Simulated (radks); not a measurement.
The numbers below are computed, except where a source is named.
Neutral vanadium inside a hard spherical wall (all orbitals vanish at R), configuration held at [Ar] 3d3 4s2 and not refilled when levels cross. Level of theory: non-relativistic Kohn-Sham, PBE, spin-polarised, spherical densities, point nucleus; open shells are filled with parallel spins first (a radial shooting solver on a logarithmic mesh with Libxc functionals). Eigenvalues in eV for spin up, with the zero of energy where the potential of the charges vanishes at infinity; a dash marks a level that is unbound or too diffuse for the functional's potential to be trusted. A positive occupied level is held by the wall or, in an anion where self-interaction has pushed it up, behind a barrier. The pressure on the wall is -dE/dV.

R (bohr)  E (hartree)  kinetic (hartree)    e(3s)    e(3p)   e(3d)   e(4s)  e(4p, empty)  e(5s, empty)  pressure (GPa)
free       -943.64879            942.827  -70.092  -44.832  -6.196  -4.913        -1.584             -               0
15         -943.64879            942.827  -70.091  -44.831  -6.196  -4.913        -1.581         0.270        < 0.0001
12         -943.64870            942.828  -70.082  -44.822  -6.186  -4.905        -1.553         0.812         0.00157
7          -943.62981            942.945  -69.347  -44.088  -5.490  -4.265        -0.392         7.326           0.953
6          -943.59430            943.114  -68.521  -43.268  -4.721  -3.422         0.902        12.604            3.76
5          -943.48841            943.540  -66.833  -41.603  -3.152  -1.372         3.800        23.076            16.6
3.5        -942.70463            946.151  -60.098  -35.032   3.464  10.577        18.900        69.246             235
2.5        -939.54726            956.030  -46.059  -20.974  19.414  49.667        62.883        182.47            2600
2          -933.25301            974.832  -27.009   -0.867  42.491  114.64        130.37        338.62           12400
